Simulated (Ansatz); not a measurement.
A nudged elastic band was laid between two geometries of H7N3Si (11 atoms, charge 0, multiplicity 1).

Computed with RKS PBE0/def2-SVP (Ansatz 0.2.0).

| Quantity | Value |
| --- | --- |
| movable images | 5 |
| climbing image | yes |
| spring | 5.0 eV/Å² |
| optimiser | quadratic models (default) |
| start path | through a guess of the saddle point |
| force threshold | 0.05 eV/Å |
| iteration limit | 60 |
| end points | relaxed |

Initial state:

```xyz
11
Properties=species:S:1:pos:R:3
Si 0.047 -0.023 0.232
H -0.218 -0.250 1.690
N 1.765 0.177 0.163
H 2.357 -0.333 0.807
H 2.234 0.334 -0.722
N -0.566 1.376 -0.569
H -1.558 1.449 -0.761
H -0.149 2.281 -0.385
N -0.780 -1.335 -0.536
H -0.833 -2.237 -0.076
H -0.763 -1.438 -1.545
```

Final state:

```xyz
11
Properties=species:S:1:pos:R:3
Si -1.066 0.058 0.506
H 1.919 0.007 1.618
N 2.225 -0.035 0.646
H 1.758 -0.849 0.247
H 1.795 0.768 0.188
N -0.822 1.339 -0.634
H -0.671 1.263 -1.637
H -0.888 2.306 -0.339
N -0.912 -1.307 -0.549
H -1.044 -2.245 -0.191
H -0.759 -1.305 -1.553
```

Question: Which bonds break or form, and what moves?

Answer: Bonds broken: Si1–H2, Si1–N3. Bonds formed: H2–N3. H7N3Si becomes H3N + H4N2Si.

Question: What energy profile does the band end with?

Answer: The run converged. The highest image is number 3 of 0 to 6, 309.1 kJ/mol above the first end and 150.3 kJ/mol above the last; the last end lies 158.8 kJ/mol above the first. Neighbouring images differ by up to 2.6 eV, so the band resolves the path poorly. A vibrational analysis at the climbing image gives 2 clearly imaginary modes (1505i, 169i cm⁻¹): a point of higher order, so a lower path passes nearby. The orbitals stay closed-shell, which can raise the energy where a bond breaks towards radicals; this wasn't checked here.

| image | path coordinate (Å) | energy (kJ/mol) | Si1–H2 (Å) | Si1–N3 (Å) | H2–N3 (Å) |
| --- | --- | --- | --- | --- | --- |
| 0 | 0.00 | 0.0 | 1.50 | 1.73 | 2.54 |
| 1 | 0.90 | 9.7 | 1.50 | 1.73 | 2.64 |
| 2 | 1.79 | 59.9 | 1.50 | 1.74 | 2.33 |
| 3 | 2.69 | 309.1 | 1.64 | 1.93 | 1.39 |
| 4 | 3.50 | 175.6 | 2.37 | 2.16 | 1.02 |
| 5 | 4.31 | 172.4 | 2.57 | 2.95 | 1.02 |
| 6 | 5.11 | 158.8 | 3.19 | 3.29 | 1.02 |

Question: What is the geometry of the highest image?

Answer: 
```xyz
11
Properties=species:S:1:pos:R:3:forces:R:3
Si -0.262 0.040 0.363 0.01 0.01 0.01
H 0.874 -0.009 1.538 -0.01 -0.01 -0.02
N 1.669 0.002 0.394 -0.01 0.00 0.01
H 2.162 -0.851 0.124 0.01 0.00 -0.01
H 2.226 0.835 0.187 0.01 0.00 0.00
N -0.592 1.363 -0.743 -0.01 0.01 -0.01
H -1.523 1.342 -1.152 0.00 -0.01 0.00
H -0.417 2.304 -0.401 0.01 0.00 0.00
N -0.819 -1.351 -0.493 0.01 0.00 0.01
H -1.079 -2.206 -0.022 0.00 0.00 0.00
H -0.704 -1.467 -1.496 0.00 0.00 0.00
```

Run time: 2.8 min on 2 threads of Arm Neoverse V2, with other jobs on the host, peak memory 0.19 GiB.
